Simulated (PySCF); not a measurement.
## MgBe⁺: energy against distance

Set-up: PySCF, no relativity, basis sets Mg cc-pVDZ, Be cc-pVDZ. Energies in eV from Mg⁺ + Be in their ground configurations at the same level. All curves are PBE0. state 1: ²Σ⁺ (doublet), unpaired electrons σ ↑; state 2: ⁴Π (quartet), unpaired electrons σ ↑↑, π ↑, a second solution, started from another occupation.

| R (Å) | state 1 | state 2 |
| --- | --- | --- |
| 2.267 | -0.958 | 2.4900 |
| 2.372 | -1.112 | 2.3112 |
| 2.478 | -1.198 | 2.1881 |
| 2.557 | -1.229 | 2.1239 |
| 2.636 | -1.237 | 2.0785 |
| 2.715 | -1.228 | 2.0479 |
| 2.821 | -1.195 | 2.0249 |
| 2.952 | -1.133 | 2.0165 |
| 3.111 | -1.039 | 2.0255 |
| 3.321 | -0.903 | 2.0537 |

**Question.** Put a parabola through the three lowest points of the state 1 curve and estimate Re, k and ωe (reduced mass 6.551 u; 1 eV/Å² = 0.16022 mdyn/Å; ωe = 1302.8·√(k/μ) cm⁻¹).

**Answer.** Through R = 2.557, 2.636, 2.715 Å the second-order coefficient is 1.36 eV/Å², so Re ≈ 2.634 Å, k ≈ 0.436 mdyn/Å and ωe ≈ 336 cm⁻¹. A polynomial fit of higher order to the unrounded PBE0 energies gives Re = 2.630 Å, k = 0.452 mdyn/Å, ωe = 342 cm⁻¹; anharmonicity and rounding make the difference.

The higher-order fit for each curve: state 1: Re = 2.630 Å, ωe = 342 cm⁻¹, De = 1.24 eV; state 2: Re = 2.950 Å, ωe = 187 cm⁻¹, minimum 2.02 eV above the ground-state fragments.

For an ion De counts to the pair picked by the measured ionisation energies or electron affinities, which need not be the lowest pair at this level. The state was picked by a PBE0 search and need not be the measured ground state.
